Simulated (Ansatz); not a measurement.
Reaction (formal exchange of groups at a B–N bond): `NB[SeH]` + `BBO` → `BBB[SeH]` + `NO`

Computed with Ansatz on PBE0-D4/def2-TZVP structures; ΔE is electronic, products minus reactants. CBS: MP2 limit from def2 TZ/QZ plus the TZ coupled-cluster correction, frozen cores. This one scheme is used for every species. DFT in def2-TZVPP. B3LYP here is the variant with VWN-RPA as its local correlation; programs differ in this. For Se outer-core shells are correlated without core-valence functions, which leaves a few kJ/mol of doubt a bond. Scalar relativity is left out up to krypton. Each species was taken in one conformer, which may not be the lowest.

`NB[SeH]`:

Z-matrix (Å, degrees):
```
N
B 1 1.389
H 1 1.006 2 124.5
H 1 1.005 2 121.8 3 180.0
Se 2 1.956 1 120.2 3 -0.0
H 2 1.192 1 120.2 3 180.0
H 5 1.464 2 94.6 1 -180.0
```

`BBO`:

```xyz
7

B    -0.277    0.099    1.174
B     0.250    0.071   -0.411
O    -0.387   -0.610   -1.397
H     0.124   -0.682    1.991
H    -1.005    0.959    1.586
H     1.255    0.692   -0.690
H     0.039   -0.529   -2.254
```

`BBB[SeH]`:

```xyz
9

B     1.107    0.866    1.255
B     0.481    0.683   -0.232
B    -0.792   -0.290   -0.610
Se   -0.574   -2.141   -1.046
H     0.697    1.676    2.038
H     2.016    0.174    1.624
H     0.963    1.330   -1.128
H    -1.905    0.148   -0.608
H    -1.991   -2.447   -1.293
```

`NO`:

Cartesian coordinates in Å:
```
N -0.310 0.343 0.217
O 0.523 -0.580 -0.474
H -0.877 -0.235 0.830
H 0.325 0.855 0.823
H 0.339 -0.383 -1.396
```

Is it downhill or uphill in electronic energy at CCSD(T)/CBS, and by how much? (Estimate.)

Ansatz gave: Uphill: ΔE = +462.9 kJ/mol.

What do these levels give: PBE-D4, B2PLYP, revPBE, BLYP, B3LYP, CAM-B3LYP, CCSD/def2-SVP, CCSD(T)/def2-SVP, SCS-MP2/def2-TZVPP, CCSD/def2-TZVPP, MP2/def2-QZVPP, HF/CBS(def2)? (An estimate is asked.)

Ansatz gave: PBE-D4 431.2, B2PLYP 465.7, revPBE 426.1, BLYP 441.4, B3LYP 454.6, CAM-B3LYP 465.5, CCSD/def2-SVP 482.5, CCSD(T)/def2-SVP 480.6, SCS-MP2/def2-TZVPP 475.5, CCSD/def2-TZVPP 464.6, MP2/def2-QZVPP 483.4, HF/CBS(def2) 482.3 kJ/mol.

Largest T1 diagnostic among the species: 0.014.

From PBE to PBE0 (25 % exact exchange), in def2-TZVPP and without D4, ΔE moves by +15.1 kJ/mol. At CCSD(T), def2-SVP lies +17.7 kJ/mol from the extrapolated value and def2-TZVPP −1.0 kJ/mol. Leaving LDA and LC-ωPBE aside and taking each functional with its dispersion term where it has one, the values, not all of them listed here, spread over 42.8 kJ/mol, from revPBE-D4 to BHLYP-D4. LDA lies +16.9 kJ/mol from PBE without D4.
